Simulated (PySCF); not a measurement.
# [Yb(CO)]2+ at several levels of theory

Computed with PySCF 2.14.0 (density fitting, no spin-orbit coupling) at the geometry relaxed with PBE0:

```xyz
3
[Yb(CO)]2+ (singlet in the valence; each metal's 4f electrons, 14 of them, lie in its core potential, out of spins and levels)
Yb    0.0000    0.0000   -0.6100
C     0.0000    0.0000    2.1371
O     0.0000    0.0000    3.2518
```

| level | basis | state | HOMO (eV) | gap (eV) | charge on Yb1 (e) | population of f-type functions on Yb1 (polarisation alone where 4f lies in the core) | dipole about the centre of mass (D) | largest force component (eV/Å) |
| --- | --- | --- | --- | --- | --- | --- | --- | --- |
| PBE0 | Yb lcecp-0-SVP with ECP60, C def2-SVP, O def2-SVP | singlet | – | – | 1.80 | 0.00 | 1.77 | 0.00 |
| CAM-B3LYP | the same | singlet | – | – | 1.79 | 0.00 | 1.79 | 0.28 |
| TPSS | the same | singlet | – | – | 1.79 | 0.00 | 1.57 | 1.58 |

In the lcecp rows the 4f levels are missing from HOMO and gap, and the state counts the valence alone.

Charges are Mulliken's, which hang on the basis. The relaxation used the grid (50, 194), these runs (75, 302) or, all-electron (x2c bases, spin-free X2C Hamiltonian), (99, 590).

Problem. What does PBE0 with Yb lcecp-0-TZVP with ECP60, C def2-TZVP, O def2-TZVP give here?

Solution. state singlet, charge on Yb1 (e) 1.86, population of f-type functions on Yb1 (polarisation alone where 4f lies in the core) 0.00, dipole about the centre of mass (D) 1.69, largest force component (eV/Å) 0.67. Time: 5.1 s on 2 threads of Arm Neoverse V1, with other jobs on the host, from free ions and atoms.

An lcecp potential fixes the number of 4f electrons, so in runs with it no electron can move into or out of that shell.
